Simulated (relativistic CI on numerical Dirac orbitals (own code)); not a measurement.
**The 14-electron sequence from Xe40+ to Ta59+**

Method of calculation: Dirac-Coulomb-Breit CI, orbitals from a KLI potential per configuration, QED by a radiative potential, unscaled Slater integrals (own radial code, finite nucleus).

Configurations in the expansion (outside the closed core [Ne]): 3s²3p², 3s3p³, 3s²3p3d, 3p⁴, 3s3p²3d, 3s²3d², 3s3d³, 3p²3d², 3p3d³. Double excitations out of closed p, d and f shells are left out; levels of such configurations are missing from the list, as are those of other unlisted configurations, and high levels can miss mixing partners.

Energies above each ion's lowest level, in eV. Levels are followed by their leading LS label, which can pass from one level to another where the coupling changes.

```
  Ion  3s²3p² ³P0  3s²3p² ³P1  3s²3p² ¹D2  3s²3p² ³P2  3s²3p² ¹S0
Xe40+           0      73.638      80.256      158.58      172.79
Cs41+           0      80.733      87.509      173.04      187.56
Ba42+           0      88.337       95.27      188.52      203.35
La43+           0      96.474      103.56      205.07      220.21
Ce44+           0      105.17      112.42      222.74      238.19
Pr45+           ?           ?           ?           ?           ?
Nd46+           0      124.37      131.92      261.68      277.76
Pm47+           0      134.93      142.63      283.06      299.46
Sm48+           0      146.17      154.02      305.81      322.53
Eu49+           0      158.12      166.12      329.99      347.02
Gd50+           0      170.83      178.97      355.66      373.02
Tb51+           0      184.31       192.6      382.91      400.59
Dy52+           0      198.62      207.06       411.8       429.8
Ho53+           0       213.8      222.37      442.41      460.74
Er54+           0      229.87      238.59      474.83      493.49
Tm55+           0      246.89      255.75      509.13      528.12
Yb56+           0      264.89      273.89      545.41      564.73
Lu57+           0      283.93      293.07      583.76      603.41
Hf58+           0      304.05      313.33      624.27      644.27
Ta59+           0      325.31      334.72      667.04      687.38
```

Problem. Fill in the row of Pr45+.

Solution. 3s²3p² ³P0 0, 3s²3p² ³P1 114.46, 3s²3p² ¹D2 121.86, 3s²3p² ³P2 241.59, 3s²3p² ¹S0 257.36 (eV).

The lowest level keeps the configuration 3s²3p² and J = 0 throughout.

Between Z = 70 and 73 the energy of 3s²3p² ³P1 follows a local power law Z^4.9. For orientation: electrostatic splittings inside a shell grow about linearly with the screened charge, excitations that change n as its square, and fine structure as its fourth power; written in Z itself the exponents are larger, since the screened charge grows faster in proportion.
